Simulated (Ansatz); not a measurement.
ReO3(OH) (ReO₄H). The state is a singlet with charge 0. Geometry PBE-D4/def2-SVP, basis def2-TZVP, Ansatz.

```xyz
6

Re   -0.3913   -0.1994   -0.0211
O    -1.8002    0.2495    0.8536
O    -0.7212   -0.1342   -1.7072
O     0.0298   -1.8205    0.3673
O     0.9935    0.9914    0.4454
H     1.8895    0.9132    0.0620
```

```json
{"run": "A", "HOMO (eV)": "-13.84", "LUMO (eV)": "0.14"}
{"run": "B", "HOMO (eV)": "-9.70", "LUMO (eV)": "-3.18"}
{"run": "C", "HOMO (eV)": "-7.97", "LUMO (eV)": "-3.76"}
{"run": "D", "HOMO (eV)": "-8.07", "LUMO (eV)": "-3.83"}
{"run": "E", "HOMO (eV)": "-11.15", "LUMO (eV)": "-2.14"}
{"run": "F", "HOMO (eV)": "-9.30", "LUMO (eV)": "-3.56"}
```

In the def2 sets Re takes a core potential; there is no spin–orbit coupling. HSE06 is defined as in plane-wave codes, on full-range PBE exchange.

Question: The runs used BLYP, CAM-B3LYP, HF, HSE06, PBE, PBE0. Estimate which is which.

Answer: A HF (100 % exact exchange); B PBE0 (25 % exact exchange); C BLYP (0 % exact exchange); D PBE (0 % exact exchange); E CAM-B3LYP (range-separated); F HSE06 (range-separated). Exact exchange lowers occupied and raises empty levels; among semilocal functionals meta-GGAs tend to open the gap a little, and such runs are hard to tell apart. The gap grows from 4.21 eV (BLYP) to 13.97 eV (HF).
